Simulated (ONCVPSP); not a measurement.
## In (Z = 49): variants of one ONCV potential

Base potential:

* Element: indium (In)
* Generator: ONCVPSP 4.0.1
* Type: optimised norm-conserving Vanderbilt (ONCV)
* Functional: PBEsol
* Relativity: scalar-relativistic
* Frozen core: [Kr] 4d10
* Valence charge: 3
* Reference configuration: 5s1 (charge +2)
* Partial waves: 5s: rc 1.95 bohr, ncon 4, nbas 7, qcut 2.9 1/bohr, 2 projectors, debl 2.8 Ha; p scattering state at 0.12 Ha: rc 1.95 bohr, ncon 4, nbas 8, qcut 3.3 1/bohr, local
* Local potential: the p channel
* Core correction: Teter function, fcfact 5.5, rcfact 1.25

In the p channel the program set the typed energies aside and used 0.050 Ha.

Cutoffs, loose and tight: the cutoffs (Ha) at which the residual kinetic energy of the hardest occupied pseudo-wave falls to 1 and 0.1 mHa per electron. They do not see the model core or the augmentation charge, which bear on the density cutoff. Test errors are all-electron minus pseudo excitation energies from the reference, over the configurations 5s2 5p1; 5s2; 5s2 5p0.5; 5s1 5p2. A dash means not determined; rows that change the core or the reference have their own tests.

| change | outcome | cutoff, loose | cutoff, tight | bound ghosts | GHOST(+) flags above zero | largest test error (meV) |
| --- | --- | --- | --- | --- | --- | --- |
| base | generated, projector energies reset by the program | 10 Ha | 23 Ha | none | s | +110 |
| p: rc 1.34 | failed: ERROR pspot: first pseudo wave function has node, program will stop | – | – | – | – | – |
| p: rc 1.56 | failed: ERROR pspot: first pseudo wave function has node, program will stop | – | – | – | – | – |
| p: rc 1.9 | generated, projector energies reset by the program | 10 Ha | 23 Ha | none | s | +115 |
| p: rc 1.98 | failed: test_data: rc < rc(lloc) for l = 0. Not allowed. | – | – | – | – | – |
| p: rc 2.2 | failed: test_data: rc < rc(lloc) for l = 0. Not allowed. | – | – | – | – | – |
| p: rc 2.38 | failed: test_data: rc < rc(lloc) for l = 0. Not allowed. | – | – | – | – | – |
| p: rc 2.54 | failed: test_data: rc < rc(lloc) for l = 0. Not allowed. | – | – | – | – | – |
| p: rc 2.64 | failed: test_data: rc < rc(lloc) for l = 0. Not allowed. | – | – | – | – | – |
| p: rc 2.84 | failed: test_data: rc < rc(lloc) for l = 0. Not allowed. | – | – | – | – | – |

Task: What comes out with this change to the base: p: rc 1.72?

Result: outcome: generated, projector energies reset by the program; cutoff, loose: 10 Ha; cutoff, tight: 23 Ha; bound ghosts: none; GHOST(+) flags above zero: s; largest test error (meV): +153.

Reading the sweep of the p radius (base included, trends over the rows without a ghost): The generation fails at 1.34, 1.56, 1.98, 2.2, 2.38, 2.54, 2.64, 2.84 bohr.
